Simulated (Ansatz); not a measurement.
Consider the redistribution: `C[SiH](F)[O][AlH2]` + `[OH][AlH][SiH2]O` → `[OH][AlH][AlH2]` + `C[SiH](F)O[SiH2]O`.

Calculated with Ansatz (gas phase, PBE0-D4/def2-TZVP geometries, no zero-point term in ΔE). CCSD(T)/CBS adds triple-zeta CCSD(T) − MP2 to the extrapolated MP2 energy (def2 sets, frozen cores). DFT in def2-TZVPP. B3LYP here is the variant with VWN-RPA as its local correlation; programs differ in this. Each species was taken in one conformer, which may not be the lowest.

`C[SiH](F)[O][AlH2]`:

Z-matrix (Å, degrees):
```
C
Si 1 1.848
H 1 1.093 2 110.9
H 1 1.093 2 110.5 3 -120.0
H 1 1.093 2 110.8 3 120.1
F 2 1.602 1 108.1 3 -60.8
O 2 1.613 1 111.3 3 58.8
H 2 1.483 1 112.8 3 -177.9
Al 7 1.687 2 167.9 1 -128.3
H 9 1.579 7 117.0 2 -172.3
H 9 1.578 7 118.7 2 8.1
```

`[OH][AlH][SiH2]O`:

Z-matrix (Å, degrees):
```
Si
Al 1 2.472
O 1 1.665 2 112.2
H 1 1.497 2 111.7 3 124.4
H 1 1.490 2 111.2 3 -116.9
O 2 1.701 1 118.2 3 8.0
H 2 1.584 1 126.4 3 -171.7
H 3 0.958 1 116.9 2 72.5
H 6 0.956 2 122.4 1 3.9
```

`[OH][AlH][AlH2]`:

```xyz
7

O     0.711   -0.194   -1.876
Al   -0.160   -0.745   -0.517
Al   -0.163    0.915    1.467
H     0.796   -0.703   -2.681
H    -0.852   -2.182   -0.624
H    -1.290    2.031    1.631
H     0.958    0.877    2.600
```

`C[SiH](F)O[SiH2]O`:

Cartesian coordinates in Å:
```
C -1.379 -0.001 -1.516
Si -1.136 -0.559 0.226
F -0.473 -2.019 0.197
O -0.128 0.421 1.044
Si 1.463 0.788 1.154
O 2.343 -0.013 0.026
H -0.421 0.041 -2.040
H -1.826 0.997 -1.540
H -2.039 -0.683 -2.057
H -2.393 -0.668 0.996
H 1.647 2.223 0.860
H 1.903 0.437 2.527
H 2.440 -0.963 0.122
```

| level | ΔE (kJ/mol) | difference from CCSD(T)/CBS |
| --- | --- | --- |
| PBE-D4 | 24.7 | 5.3 |
| ωB97X-V | 19.1 | -0.3 |
| ωB97M-V | 22.9 | 3.5 |
| B2PLYP | 24.1 | 4.7 |
| r2SCAN | 25.6 | 6.2 |
| PBE0 | 21.1 | 1.7 |
| B3LYP | 26.2 | 6.8 |
| HF/def2-TZVPP | 10.2 | -9.2 |
| MP2/def2-TZVPP | 21.6 | 2.2 |
| SCS-MP2/def2-TZVPP | 20.0 | 0.6 |
| HF/def2-QZVPP | 10.8 | -8.6 |
| MP2/def2-QZVPP | 22.6 | 3.2 |
| SCS-MP2/def2-QZVPP | 21.0 | 1.6 |
| HF/CBS(def2) | 10.8 | -8.6 |
| MP2/CBS(def2) | 22.9 | 3.5 |
| CCSD/CBS(def2) | 18.1 | -1.3 |
| CCSD(T)/CBS | 19.4 | 0 |

Largest T1 diagnostic among the species: 0.013.

From PBE to PBE0 (25 % exact exchange), in def2-TZVPP and without D4, ΔE moves by −5.5 kJ/mol. In def2-TZVPP, CCSD(T) changes the Hartree–Fock value by +7.8 kJ/mol (the triples alone add +1.3 kJ/mol) and MP2 by +11.4 kJ/mol.
